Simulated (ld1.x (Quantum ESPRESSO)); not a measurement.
**Plane-wave convergence, TM potential for C (Z = 6)**

ld1.x (Quantum ESPRESSO) 7.5 input, shortened:

```
&input
   title='C', zed=6., rel=0, dft='PZ', iswitch=3,
   config='[He] 2s2 2p2 3d-2'
 /
 &inputp
   pseudotype=2, tm=.true., lloc=0,
   nlcc=.false.
 /
3
2P  2  1   2.00   0.00  2.35  2.35  0.0
3D  3  2  -2.00   0.50  2.10  2.10  0.0
2S  1  0   2.00   0.00  1.20  1.20  0.0
 &test
   configts(1)='2s2 2p2'
 /
```

The pseudo-atom Hamiltonian at the reference potential is diagonalised in spherical Bessel functions j_l(qr) that vanish at 20 bohr, with q² up to the cutoff. All-electron valence levels (Ry): 2p -0.3986, 2s -1.0019.

Question: How do the lowest levels (Ry) of each channel move with the cutoff, and are there ghosts?

Answer:

| cutoff (Ry) | p #1 | d #1 | d #2 | s #1 | s #2 | f #1 | Σ f·Δε (mRy) |
| --- | --- | --- | --- | --- | --- | --- | --- |
| 8 | -0.2188 | 0.0740 | 0.1744 | -0.9154 | -0.0062 | 0.1177 | 532.6 |
| 12 | -0.3184 | 0.0740 | 0.1744 | -0.9347 | -0.0069 | 0.1177 | 294.8 |
| 18 | -0.3860 | 0.0740 | 0.1744 | -0.9688 | -0.0084 | 0.1177 | 91.6 |
| 21 | -0.3944 | 0.0740 | 0.1744 | -0.9797 | -0.0089 | 0.1177 | 52.9 |
| 30 | -0.3984 | 0.0740 | 0.1744 | -0.9956 | -0.0096 | 0.1177 | 13.0 |
| 40 | -0.3985 | 0.0740 | 0.1744 | -0.9999 | -0.0098 | 0.1177 | 4.2 |
| 50 | -0.3986 | 0.0740 | 0.1744 | -1.0001 | -0.0098 | 0.1177 | 3.8 |
| 60 | -0.3986 | 0.0740 | 0.1744 | -1.0004 | -0.0098 | 0.1177 | 3.1 |
| 70 | -0.3986 | 0.0740 | 0.1744 | -1.0010 | -0.0098 | 0.1177 | 1.9 |
| 90 | -0.3986 | 0.0740 | 0.1744 | -1.0017 | -0.0099 | 0.1177 | 0.4 |
| 110 | -0.3986 | 0.0740 | 0.1744 | -1.0019 | -0.0099 | 0.1177 | 0.1 |
| 400 | -0.3986 | 0.0740 | 0.1744 | -1.0019 | -0.0099 | 0.1177 | 0.0 |

Result: no extra level below or beside the all-electron valence levels (p, d, s, f tested); 10 mRy is reached at 35 Ry and 1 mRy at 90 Ry.

Its largest configuration-test error is +1103 meV.
